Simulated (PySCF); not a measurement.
C₂HF₂O₂, SMILES O=C(O)[C](F)F, multiplicity 2.

The structure is a stationary point at TPSSh-D3(BJ)/def2-SVP. A frequency run showed that this geometry is not a minimum. The isomer is the one that the SMILES or the coordinates give; other isomers of the formula were not compared. One conformer was computed; it need not be the lowest.

Two levels are set side by side: PBE/def2-TZVP (PySCF) and M06-2X/def2-TZVP (PySCF). Same geometry, gas phase. Differences are taken from unrounded values.

```tsv
quantity	M06-2X
α-spin orbital gap (eV)	9.80
β-spin orbital gap (eV)	8.48
dipole moment (D)	1.55
mean polarisability (bohr³)	32.1
```

Q: What does PBE give, and how far is it from M06-2X? (An estimate is asked for; the answer gives what the named calculation found.)

A: 
```json
[
 {"quantity": "α-spin orbital gap (eV)", "PBE": "5.26", "PBE minus M06-2X": "-4.54"},
 {"quantity": "β-spin orbital gap (eV)", "PBE": "2.90", "PBE minus M06-2X": "-5.58"},
 {"quantity": "dipole moment (D)", "PBE": "1.49", "PBE minus M06-2X": "-0.06"},
 {"quantity": "mean polarisability (bohr³)", "PBE": "34.1", "PBE minus M06-2X": "2.0"}
]
```

Loosely held outer electrons make PBE densities more polarisable. Differences between two approximate levels are no errors against the true value.

Rough cost on one machine, each run with all the roots and properties that it gave: M06-2X against PBE about 2 times.
